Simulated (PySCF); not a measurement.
Relaxation of sextet RuOCl

These are results of PySCF, UPBE0, basis Ru def2-TZVP with ECP28, O def2-TZVP, Cl def2-TZVP (scalar-relativistic core potentials, no spin–orbit coupling, density fitting), not measurements. A (50,194) grid was used.

A hand-made bent start, of Cs symmetry, held to at least that symmetry:

Coordinates in bohr (charge 0 multiplicity 6):
```
Ru   -0.5162    0.0000   -0.7493
O    -3.1632    0.0000    1.1041
Cl    2.9512    0.0000    1.6786
```

Q: What forces act on the atoms at the start (eV/Å)?

A: 
```json
{"atom": "Ru1", "Fx": "1.13", "Fy": "0.00", "Fz": "-0.65"}
{"atom": "O2", "Fx": "-2.00", "Fy": "0.00", "Fz": "0.63"}
{"atom": "Cl3", "Fx": "0.87", "Fy": "0.00", "Fz": "0.02"}
```

Q: What does it relax to?

A: It ends at Cs with Ru–Cl 2.287 Å, Ru–O 1.757 Å; Cl–Ru–O 157.1° (after a last refinement on a finer grid). A frequency run shows a minimum. Other isomers or separated fragments may lie lower.

Q: How much energy is released, and in how many steps?

A: 42.3 kJ/mol in 9 steps.

With open d or f shells other occupations or spin states may lie lower. At this level a quartet minimum of Cs symmetry lies 68 kJ/mol below this structure.

The relaxation took 21 s on 4 threads of a shared Arm Neoverse V1 host, with 108 basis functions and 10 gradients; the process peaked at 0.61 GiB. Launch command: `OMP_NUM_THREADS=4 python axn.py task.json out`.
